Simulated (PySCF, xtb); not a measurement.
Zn(I)(Et) (C2H5IZn), SMILES [CH2]([Zn][I])C.

GFN2-xTB in xtb at its own geometry gives an orbital gap of 4.53 eV and a dipole moment of 6.60 D.

Geometry: PBE0-D3(BJ)/def2-SVP. The structure was generated by enumeration; whether it is a known compound was not checked. The def2 effective core potentials stand for the cores of I; spin–orbit coupling is left out. Other conformers were not sampled.

What does PBE/def2-TZVP run with PySCF give? (The exact figures need the calculation; the answer reports its results.)

gap 4.83 eV (levels -6.35 and -1.52 eV), dipole 2.31 D.
